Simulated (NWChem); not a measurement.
Molecule: FeH$_{2}$S$_{2}$, quintet; SMILES [SH][Fe][SH]

```xyz
5

Fe     0.2721     0.1449     0.0022
S      0.2119    -2.0785    -0.0027
H      1.5510    -2.2729    -0.0004
S      0.3338     2.3684     0.0070
H     -1.0050     2.5652     0.0047
```
Atoms are numbered in this order, from 1.

Level: PBE0/def2-SVP, spin-unrestricted (NWChem), optimised geometry, unscaled harmonic frequencies. The spin multiplicity was typed, not searched, and may not be the lowest.

Problem. List the harmonic frequencies with IR intensities, and the thermochemistry.

Solution. 
```
frequency (cm⁻¹)  IR intensity (km/mol)
----------------  ---------------------
56                                 17.3
87                                 17.4
242                                37.0
324                                 0.0
456                               113.3
515                                 0.0
596                                 1.9
2696                                3.5
2698                                0.0
```

The zero-point energy comes out as 11.0 kcal/mol, the thermal correction to the enthalpy at 298.15 K (with zero-point energy) is 15.3 kcal/mol and the heat capacity Cv is 16.9 cal/(mol K). The entropy at 298.15 K and 1 atm (symmetry number 2, electronic part: spin degeneracy alone) comes out as 79.7 cal/(mol K) and the dipole moment comes out as 0.00 D.

Rigid rotor and harmonic oscillator; modes under 100 cm⁻¹ make the entropy uncertain.
